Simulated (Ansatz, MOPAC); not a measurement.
Reaction (SMILES): B[NH] (BNH3) → [BH]N (BNH3)

Wanted: isomerisation energy (enthalpy at 298 K), in kcal/mol. Terms: dispersion terms only where a functional's name holds one; non-relativistic; UHF or UKS for open shells; spin-orbit terms left out; six Cartesian d functions in 6-31G* and its kin unless marked 5d; 6-311+G** with 5d; valence correlation only; LANL2DZ all-electron up to Ne. CBS(X,Y): correlation extrapolated as X^-3; Hartree-Fock from the larger set. Ab initio and DFT rows: single points at B3LYP-D3(BJ) geometries (Ansatz, a first-principles code), with unscaled harmonic terms from B3LYP/6-31G* (Ansatz) at its own minima. Semi-empirical rows: MOPAC heats of formation at their own minima for 298 K.

Coupled cluster (Ansatz) is a level with limits of its own, used here on species with T1 under 0.025 (0.045 for open shells) and stable references: CCSD(T)/CBS(def2-TZVPPD,def2-QZVPPD).

Value to compare with, CCSD(T)/CBS(def2-TZVPPD,def2-QZVPPD) (Ansatz): -8.1 kcal/mol.

```json
[
 {"level": "AM1", "program": "MOPAC", "isomerisation energy (enthalpy at 298 K) (kcal/mol)": "-8.2", "difference": "-0.1"},
 {"level": "B3LYP/LANL2DZ", "program": "Ansatz", "isomerisation energy (enthalpy at 298 K) (kcal/mol)": "-2.4", "difference": "5.7"},
 {"level": "B3LYP/6-31G**", "program": "Ansatz", "isomerisation energy (enthalpy at 298 K) (kcal/mol)": "-2.6", "difference": "5.5"},
 {"level": "B3LYP/6-311+G**", "program": "Ansatz", "isomerisation energy (enthalpy at 298 K) (kcal/mol)": "-4.3", "difference": "3.8"},
 {"level": "PBE0/6-311+G**", "program": "Ansatz", "isomerisation energy (enthalpy at 298 K) (kcal/mol)": "-7.2", "difference": "0.9"},
 {"level": "MP2/LANL2DZ", "program": "Ansatz", "isomerisation energy (enthalpy at 298 K) (kcal/mol)": "-11.9", "difference": "-3.8"},
 {"level": "B3LYP-D3(BJ)/def2-TZVPD", "program": "Ansatz + dftd3", "isomerisation energy (enthalpy at 298 K) (kcal/mol)": "-4.0", "difference": "4.1"},
 {"level": "PBE0/def2-TZVPD", "program": "Ansatz", "isomerisation energy (enthalpy at 298 K) (kcal/mol)": "-6.7", "difference": "1.4"},
 {"level": "B2PLYP-D3(BJ)/def2-TZVPD", "program": "Ansatz + dftd3", "isomerisation energy (enthalpy at 298 K) (kcal/mol)": "-6.2", "difference": "1.9"}
]
```

4 of the 6 habitual levels lie above CCSD(T)/CBS(def2-TZVPPD,def2-QZVPPD) (Ansatz); their mean absolute difference is 3.3 kcal/mol, the median 3.8.

The levels are drawn from those run, B3LYP/6-31G* more often than the rest, none by its result; left out are runs that failed, that the program found above a lower state of the same kind, or whose <S^2> lies over 0.5 above the pure value.
